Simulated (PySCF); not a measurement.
This PySCF input asks for the NMR shieldings of `C1=CC=C(C#N)[Si@@]1(C)C[SiH3]`, C₇H₁₁NSi₂; the geometry comes from GFN2-xTB.

```python
import basis_set_exchange as bse
import numpy as np
from pyscf import gto, dft
from pyscf.prop import nmr

atoms = """
C    -1.264801   -0.530940   -1.726499
Si   -0.118245    0.324218   -0.476733
C    -1.025699    1.002773    1.048875
Si   -1.949763   -0.301782    2.089892
C     1.103673    1.550053   -1.247808
C     2.357315    1.101063   -1.095548
C     2.512321   -0.171378   -0.424608
C     1.375820   -0.773226   -0.016095
C     1.315622   -2.002545    0.626733
N     1.204836   -3.020634    1.152933
H    -0.728249   -0.837691   -2.619028
H    -1.710132   -1.416147   -1.283885
H    -2.069559    0.130907   -2.029052
H    -1.735720    1.758555    0.715006
H    -0.311096    1.519234    1.689568
H    -2.983248   -0.920045    1.255696
H    -2.594285    0.389550    3.211545
H    -1.010995   -1.303135    2.583599
H     0.888671    2.485409   -1.735668
H     3.237191    1.624112   -1.442888
H     3.497423   -0.591408   -0.276506
"""
names = dict.fromkeys(["C", "Si", "N", "H"], "pcSseg-1")
basis = {el: gto.basis.parse(bse.get_basis(n, elements=[el], fmt="nwchem")) for el, n in names.items()}
mol = gto.M(atom=atoms, basis=basis, charge=0, verbose=0)
mf = dft.RKS(mol, xc="PBE0")
mf.grids.level = 2
mf.grids.alignment = dft.numint.BLKSIZE   # the property module wants whole blocks of grid points
mf.conv_tol = 1e-9
mf.kernel()

calc = nmr.RKS(mf)   # GIAO
C = mf.mo_coeff
Co = C[:, mf.mo_occ > 0]
resp = mf.gen_response(singlet=True, hermi=2)
def vind(x):   # induced exchange potential for any number of trial vectors
    d = np.einsum("pi,xij,qj->xpq", C, 2 * x.reshape(-1, C.shape[1], Co.shape[1]), Co, optimize=True)
    return np.einsum("xpq,pi,qj->xij", resp(d - d.transpose(0, 2, 1)), C, Co, optimize=True).ravel()
mo1, _ = nmr.rhf.solve_mo1(calc, with_cphf=vind)
sigma = calc.kernel(mo1)
for i, s in enumerate(sigma):   # ppm
    print("%2d %-2s %9.2f" % (i, mol.atom_pure_symbol(i), np.trace(s) / 3))
```

Q: Give the expected output.

A: 
```
 0 C     192.35
 1 Si    338.17
 2 C     196.12
 3 Si    426.97
 4 C      37.10
 5 C      35.40
 6 C      22.07
 7 C      64.84
 8 C      62.37
 9 N     -64.86
10 H      31.51
11 H      30.86
12 H      31.37
13 H      31.68
14 H      31.80
15 H      27.64
16 H      27.57
17 H      27.16
18 H      25.15
19 H      24.51
20 H      24.21
```

These numbers come from an equivalent density-fitted implementation of the same equations, which agrees with the script to about 0.01 ppm for H and up to a few tenths of a ppm for heavy atoms, so last digits may differ.

Q: Turn these shieldings into chemical shifts. Referencing at the same level of theory: 13C (σ = 186.93 ppm), 29Si (σ = 349.16 ppm), 1H (σ = 31.72 ppm) against TMS; 15N (σ = 267.73 ppm) vs NH3.

A: Averaging equivalent atoms: C 6: 164.9; C 5: 151.5; C 4: 149.8; C 8: 124.6; C 7: 122.1; C 0: -5.4; C 2: -9.2; Si 1: 11.0; Si 3: -77.8; N 9: 332.6; H 20: 7.50; H 19: 7.21; H 18: 6.56; H 15/16/17: 4.26; H 10/11/12: 0.47; H 13: 0.04; H 14: -0.09 ppm. Experimental scales use liquid or dissolved standards, which lie at an offset from isolated NH3 (liquid NH3: subtract about 20 ppm). Unscaled 15N shifts of sp2 nitrogen come out 20 to 40 ppm too high even then.

Size and cost of the density-fitted run: 239 basis functions, 93 s wall time on 1 thread of an Arm Neoverse V1, shared host; peak memory 1.1 GiB.
